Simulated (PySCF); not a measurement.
**1,1-dichloropentane, C₅H₁₀Cl₂**

Geometry:
| atom | x (Å) | y (Å) | z (Å) |
| --- | --- | --- | --- |
| C1 | -2.871 | 0.422 | 0.412 |
| C2 | -1.623 | -0.164 | -0.227 |
| C3 | -0.333 | 0.344 | 0.403 |
| C4 | 0.910 | -0.241 | -0.250 |
| C5 | 2.208 | 0.225 | 0.370 |
| Cl6 | 3.592 | -0.633 | -0.355 |
| Cl7 | 2.421 | 1.990 | 0.197 |
| H8 | -3.787 | 0.043 | -0.066 |
| H9 | -2.927 | 0.172 | 1.483 |
| H10 | -2.882 | 1.521 | 0.330 |
| H11 | -1.653 | -1.266 | -0.162 |
| H12 | -1.612 | 0.070 | -1.306 |
| H13 | -0.295 | 1.444 | 0.336 |
| H14 | -0.332 | 0.103 | 1.482 |
| H15 | 0.898 | -1.341 | -0.173 |
| H16 | 0.938 | 0.001 | -1.325 |
| H17 | 2.249 | 0.021 | 1.448 |

Theory: PySCF 2.14.0, quadratic response CAM-B3LYP/aug-cc-pVDZ first hyperpolarisability, Taylor convention, gas phase. Geometry: PBE0-D3(BJ)/def2-SVP.

**Question.** Give the tensor of the second harmonic β(−2ω;ω,ω) at 1064 nm in the axes of these coordinates.

**Answer.** In au, Taylor convention; rows are the first index (the induced dipole):
```
      xx     yy     zz    xy     xz    yz
x  -57.8   -1.0  +14.0  -4.1   -0.8  +1.1
y   -3.8  +13.0   +0.1  -1.4   +1.0  -3.8
z   -0.5   -3.8   -2.5  +1.1  +13.8  +0.1
```
Norm of βᵢ = ⅓ Σⱼ (βᵢⱼⱼ + βⱼᵢⱼ + βⱼⱼᵢ): 46.7 au, hyper-Rayleigh value 23.8 au.
